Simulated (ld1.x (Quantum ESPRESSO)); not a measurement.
**C (Z = 6), PAW: configuration errors across variants**

carbon, PAW, made with ld1.x (Quantum ESPRESSO) 7.5 (PBE, scalar-relativistic). Core [He], reference 2s2 2p2. Waves: 2s (bound): rcut 0.90, rcutus 1.05 bohr; 2s channel at 1.25 Ry: rcut 0.90, rcutus 1.05 bohr; 2p (bound): rcut 1.10, rcutus 1.45 bohr; 2p channel at 2.35 Ry: rcut 1.10, rcutus 1.45 bohr; 3d channel at 0.05 Ry: rcut 0.95, rcutus 1.20 bohr; 3d channel at 1.5 Ry: rcut 0.95, rcutus 1.20 bohr. Local part: all-electron potential smoothed inside 0.80 bohr (lloc = -1). Core correction: a·sin(br)/r model core, default radius (ld1.x builds one for every PAW set, though the input has nlcc=.false.). Augmentation charge: BESSEL, radius 1.05 bohr.

All-electron excitation energies from the reference (eV): (1) 2s2 2p1 10.862; (2) 2s2 2p0 35.018; (3) 2s1 2p0 83.212; (4) 2s1 2p3 8.478; (5) 2s0 2p4 16.975; (6) 2s2 2p1.5 3.963; (7) 2s1 2p2 19.615.

The overlap operator is not positive definite (basis up to 400 Ry) in “base”, “waves 2p (bound): rcut 1.10, rcutus 1.28 bohr; 2p channel at 2.35 Ry: rcut 1.10, rcutus 1.28 bohr”, “wave 2p channel at 2.35 Ry: rcut 1.10, rcutus 1.45 bohr becomes 2p channel at 6.82 Ry: rcut 1.10, rcutus 1.45 bohr”, “waves 3d channel at 0.05 Ry: rcut 0.95, rcutus 1.68 bohr; 3d channel at 1.5 Ry: rcut 0.95, rcutus 1.68 bohr”, “all radii but the core radius scaled by about 0.94 (s 0.98, p 1.36, d 1.12 bohr, rcut 0.84/1.02/0.88); local potential all-electron potential smoothed inside 0.74 bohr (lloc = -1); augmentation BESSEL, radius 0.98 bohr”. Such files are unfit for use, however small their errors in these radial tests.

4 further variants failed, have other tests or another functional or relativity, and are left out.

Errors AE − PS in meV (a dash: test not solved or not reliable):

| change | (1) | (2) | (3) | (4) | (5) | (6) | (7) | bound ghosts |
| --- | --- | --- | --- | --- | --- | --- | --- | --- |
| base | -0.4 | -2.3 | -8.8 | -0.6 | -2.1 | -0.1 | -0.9 | not determined (overlap not positive) |
| waves 2p (bound): rcut 1.10, rcutus 1.28 bohr; 2p channel at 2.35 Ry: rcut 1.10, rcutus 1.28 bohr | -0.2 | -1.6 | -6.1 | -0.6 | -2.2 | -0.1 | -0.8 | not determined (overlap not positive) |
| wave 2p channel at 2.35 Ry: rcut 1.10, rcutus 1.45 bohr becomes 2p channel at 6.82 Ry: rcut 1.10, rcutus 1.45 bohr | +8.5 | -2.3 | -8.8 | -0.5 | -1.8 | +2.2 | +14 | not determined (overlap not positive) |
| waves 3d channel at 0.05 Ry: rcut 0.95, rcutus 1.68 bohr; 3d channel at 1.5 Ry: rcut 0.95, rcutus 1.68 bohr | -0.4 | -2.3 | -8.8 | -0.6 | -2.1 | -0.1 | -0.9 | not determined (overlap not positive) |
| all radii but the core radius scaled by about 0.94 (s 0.98, p 1.36, d 1.12 bohr, rcut 0.84/1.02/0.88); local potential all-electron potential smoothed inside 0.74 bohr (lloc = -1); augmentation BESSEL, radius 0.98 bohr | -0.4 | -2.2 | -6.5 | -0.4 | -2.0 | -0.1 | -0.5 | not determined (overlap not positive) |

Question: Give the same row for: local potential all-electron potential smoothed inside 1.40 bohr (lloc = -2).

Answer: -0.2, -2.5, -23, -0.3, -2.0, -0.1, -0.6; bound ghosts: none.
